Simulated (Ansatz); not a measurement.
Geometry optimisation, UHF/def2-SVP in Ansatz 0.2.0.

The input (input.yaml):

```yaml
crystal:
  periodic: [false, false, false]
  atoms:
    - { symbol: Zn, position_ang: [-0.270549, 0.975638, -0.565556] }
    - { symbol: Cl, position_ang: [-0.07166, 0.254626, 2.797274] }
    - { symbol: O, position_ang: [0.093797, -0.337257, -1.763372] }
    - { symbol: H, position_ang: [0.336916, -1.214398, -1.515022] }
    - { symbol: H, position_ang: [0.166195, -0.596009, 3.779576] }
magnetization:
  spin_polarized: true
  initial_magnetization: 1
basis:
  gaussian: { orbitals: def2-SVP }
hamiltonian:
  xc: hf
relax:
  f_tol: 0.03
  max_steps: 50
```

Run as:

```bash
$ ansatz run input.yaml --threads 1 --pin off --max-ram 2048MiB --backend cpu --events-out ev --progress --plain --runs-dir out
```

Task: Where does it end, and by what steps?

Result: The run converged. The force dipped under the threshold on the way, but the program's further checks kept it going. After 38 steps the energy has fallen by 0.558 eV; H5 moved furthest, 2.19 Å.

| step | energy less start (eV) | largest force component (eV/Å) | accepted |
| --- | --- | --- | --- |
| 0 | 0.0000 | 1.248 | yes |
| 2 | -0.0596 | 1.012 | yes |
| 4 | -0.0795 | 0.180 | yes |
| 6 | -0.0826 | 0.033 | yes |
| 8 | -0.0859 | 0.027 | yes |
| 10 | -0.0871 | 0.282 | yes |
| 12 | -0.0668 | 1.468 | no |
| 14 | -0.0944 | 0.226 | yes |
| 16 | -0.0641 | 1.702 | no |
| 18 | -0.1089 | 0.210 | yes |
| 20 | -0.1225 | 1.020 | yes |
| 22 | -0.1811 | 1.402 | yes |
| 24 | -0.3279 | 0.474 | yes |
| 26 | -0.4897 | 0.388 | yes |
| 28 | -0.5352 | 0.157 | yes |
| 30 | -0.5421 | 0.504 | yes |
| 32 | -0.5522 | 0.160 | yes |
| 34 | -0.5487 | 0.513 | no |
| 36 | -0.5565 | 0.170 | yes |
| 38 | -0.5577 | 0.002 | yes |

```xyz
5
Properties=species:S:1:pos:R:3
Zn -0.216 1.207 -1.082
Cl 0.035 -0.248 2.900
O 0.100 -0.337 -0.142
H 0.255 -1.177 -0.544
H 0.081 -0.362 1.600
```

Whether the end is a true minimum wasn't checked by a vibrational analysis.

The run took 61 s on 1 thread of AMD EPYC 7R43 64-Core Processor (Zen 3), on a shared host, peak memory 0.18 GiB.
